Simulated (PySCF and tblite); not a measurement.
The numbers below are computed, except where a source is named.
Stationary points of C$_{9}$H$_{7}$N at B3LYP-D3(BJ)/def2-SVP, in Å:

Structure A

```
 1 N     0.461   -0.365    3.521
 2 C     0.331   -0.173    2.386
 3 C     0.172    0.080    0.959
 4 C    -0.283   -1.136    0.059
 5 C    -1.355   -0.552   -0.809
 6 C    -1.548    0.801   -0.516
 7 C    -0.732    1.211    0.526
 8 C     1.333    0.679    0.201
 9 C     1.518    0.011   -0.999
10 C     0.635   -1.065   -1.122
11 H    -0.451   -2.096    0.565
12 H    -1.916   -1.137   -1.536
13 H    -2.206    1.466   -1.077
14 H    -0.683    2.200    0.979
15 H     1.890    1.538    0.573
16 H     2.219    0.326   -1.775
17 H     0.615   -1.790   -1.934
```

Structure B

```
 1 N     0.475   -0.297    3.533
 2 C     0.341   -0.123    2.395
 3 C     0.173    0.102    0.961
 4 C    -0.278   -1.137    0.122
 5 C    -1.134   -0.552   -0.959
 6 C    -1.499    0.816   -0.550
 7 C    -0.844    1.183    0.568
 8 C     1.418    0.600    0.212
 9 C     1.467    0.052   -1.016
10 C     0.400   -0.947   -1.200
11 H    -0.454   -2.107    0.593
12 H    -1.839   -1.169   -1.520
13 H    -2.172    1.458   -1.119
14 H    -0.862    2.162    1.049
15 H     2.034    1.416    0.593
16 H     2.167    0.340   -1.802
17 H     0.533   -1.781   -1.893
```

Structure C

```
 1 N     0.437   -0.385    3.526
 2 C     0.307   -0.214    2.386
 3 C     0.147   -0.005    0.976
 4 C    -0.294   -1.148    0.009
 5 C    -1.482   -0.532   -0.725
 6 C    -1.500    0.804   -0.568
 7 C    -0.447    1.249    0.370
 8 C     1.065    0.861    0.140
 9 C     1.474    0.041   -1.021
10 C     0.785   -1.114   -1.070
11 H    -0.472   -2.123    0.483
12 H    -2.106   -1.102   -1.416
13 H    -2.164    1.495   -1.090
14 H    -0.589    2.140    0.985
15 H     1.776    1.533    0.625
16 H     2.210    0.373   -1.755
17 H     0.846   -1.860   -1.865
```

Level: B3LYP/pcSseg-1 + D3(BJ), IEF-PCM benzene on B3LYP-D3(BJ)/def2-SVP stationary points, with GFN2-xTB thermal terms.

Task: Which structure is a saddle point, and along which motion?

Result: A: one imaginary mode (371i cm⁻¹ at GFN2-xTB, mostly on C8, C7, C10), along the Cope rearrangement (breaking C7–C8, making C5–C10).

Task: Give their symmetry and energies above the lowest.

Result: A Cs, 7.5 kcal/mol; B Cs, 2.7 kcal/mol; C Cs, 0.0 kcal/mol.
